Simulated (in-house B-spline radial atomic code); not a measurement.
# Neutral argon: [Ne] 3s2 3p6

Method: non-relativistic AM05, spin-polarised, spherical fractional occupations, point nucleus. Calculated with an all-electron radial atomic-structure program (B-spline basis).

Z_r = [3n² - l(l+1)]/(2<r>); Z_e = n√(-2ε); the last column is Slater's effective charge. Values are occupation-weighted means over spin.

```tsv
shell	electrons	ε (eV)	<r> (bohr)	Z_r	Z_e	Slater
1s	2	-3097.4	0.08637	17.37	15.09	17.70
2s	2	-293.79	0.4172	14.38	9.29	13.85
2p	6	-229.44	0.3779	13.23	8.21	13.85
3s	2	-23.913	1.415	9.54	3.98	6.75
3p	6	-10.222	1.664	7.51	2.60	6.75
```

The least bound orbital is 3p at -10.22 eV, and it is also the most diffuse (<r> = 1.664 bohr).

The density falls to 0.001 bohr⁻³ at 3.74 bohr; Σ<r²> = 26.206 bohr² gives, by the non-relativistic formula and without the paramagnetism of open shells, a Langevin diamagnetic susceptibility of -20.76×10⁻⁶ cm³/mol.
